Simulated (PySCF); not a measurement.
A PySCF script (with the pyscf-properties extension) for the NMR shieldings of `InChI=1S/C6H13BO2Si/c1-7(2)10(4-5-10)6(8)9-3/h4-5H2,1-3H3`, on a GFN2-xTB geometry:

```python
import basis_set_exchange as bse
import numpy as np
from pyscf import gto, dft
from pyscf.prop import nmr

atoms = """
C     3.887796    0.106486   -0.177081
O     2.531503    0.524591   -0.081773
C     1.590498   -0.425114   -0.040184
O     1.836867   -1.610633   -0.071750
Si   -0.180864    0.278431    0.077731
B    -1.710600   -0.890407    0.209846
C    -1.512695   -2.441408    0.383329
C    -3.171571   -0.296890    0.140021
C    -0.211994    2.016401   -0.733485
C    -0.104720    2.065986    0.767068
H     4.495238    0.895555    0.260642
H     4.158012   -0.039346   -1.225051
H     4.025510   -0.833569    0.360715
H    -1.468364   -2.661368    1.452437
H    -0.576480   -2.807484   -0.032287
H    -2.329311   -3.041600   -0.014159
H    -3.438204   -0.157486   -0.909176
H    -3.932476   -0.946998    0.566745
H    -3.264473    0.683728    0.602522
H     0.650604    2.355574   -1.286229
H    -1.139424    2.368594   -1.159367
H     0.825620    2.436814    1.169050
H    -0.965224    2.447128    1.296391
"""
names = dict.fromkeys(["C", "O", "Si", "B", "H"], "pcSseg-1")
basis = {el: gto.basis.parse(bse.get_basis(n, elements=[el], fmt="nwchem")) for el, n in names.items()}
mol = gto.M(atom=atoms, basis=basis, charge=0, verbose=0)
mf = dft.RKS(mol, xc="PBE0")
mf.grids.level = 2
mf.grids.alignment = dft.numint.BLKSIZE   # the property module wants whole blocks of grid points
mf.conv_tol = 1e-9
mf.kernel()

calc = nmr.RKS(mf)   # GIAO
C = mf.mo_coeff
Co = C[:, mf.mo_occ > 0]
resp = mf.gen_response(singlet=True, hermi=2)
def vind(x):   # induced exchange potential for any number of trial vectors
    d = np.einsum("pi,xij,qj->xpq", C, 2 * x.reshape(-1, C.shape[1], Co.shape[1]), Co, optimize=True)
    return np.einsum("xpq,pi,qj->xij", resp(d - d.transpose(0, 2, 1)), C, Co, optimize=True).ravel()
mo1, _ = nmr.rhf.solve_mo1(calc, with_cphf=vind)
sigma = calc.kernel(mo1)
for i, s in enumerate(sigma):   # ppm
    w = np.linalg.eigvalsh((s + s.T) / 2)
    print("%2d %-2s iso %8.1f  s11 %8.1f  s22 %8.1f  s33 %8.1f" % (i, mol.atom_pure_symbol(i), w.mean(), *w))
```

Q: Give the expected output.

A: 
```
 0 C  iso    136.9  s11    100.5  s22    129.1  s33    181.2
 1 O  iso    136.5  s11    -64.2  s22    232.1  s33    241.6
 2 C  iso     -6.3  s11   -118.3  s22     26.3  s33     73.1
 3 O  iso   -174.8  s11   -597.9  s22   -232.4  s33    305.8
 4 Si iso    516.4  s11    357.0  s22    388.7  s33    803.5
 5 B  iso     -8.2  s11    -97.9  s22    -54.2  s33    127.5
 6 C  iso    162.2  s11    128.6  s22    172.6  s33    185.5
 7 C  iso    168.0  s11    142.0  s22    176.2  s33    185.7
 8 C  iso    173.8  s11    157.2  s22    176.8  s33    187.3
 9 C  iso    173.0  s11    155.9  s22    176.6  s33    186.5
10 H  iso     28.3  s11     23.8  s22     26.9  s33     34.2
11 H  iso     28.4  s11     23.7  s22     26.1  s33     35.4
12 H  iso     26.7  s11     22.4  s22     25.7  s33     32.0
13 H  iso     30.8  s11     26.8  s22     29.4  s33     36.1
14 H  iso     28.4  s11     23.4  s22     29.2  s33     32.7
15 H  iso     30.2  s11     26.6  s22     29.0  s33     35.0
16 H  iso     31.0  s11     26.5  s22     30.3  s33     36.3
17 H  iso     30.4  s11     26.6  s22     29.1  s33     35.5
18 H  iso     30.6  s11     25.4  s22     32.4  s33     34.1
19 H  iso     30.3  s11     24.8  s22     27.1  s33     39.0
20 H  iso     30.5  s11     25.5  s22     26.7  s33     39.4
21 H  iso     30.2  s11     24.8  s22     27.0  s33     38.7
22 H  iso     30.6  s11     25.7  s22     26.7  s33     39.5
```

These numbers come from an equivalent density-fitted implementation of the same equations, which agrees with the script to about 0.01 ppm for H and up to a few tenths of a ppm for heavy atoms, so last digits may differ.

Size and cost of the density-fitted run: 242 basis functions, 110 s wall time on 1 thread of an Arm Neoverse N1, shared host; peak memory 1.1 GiB.
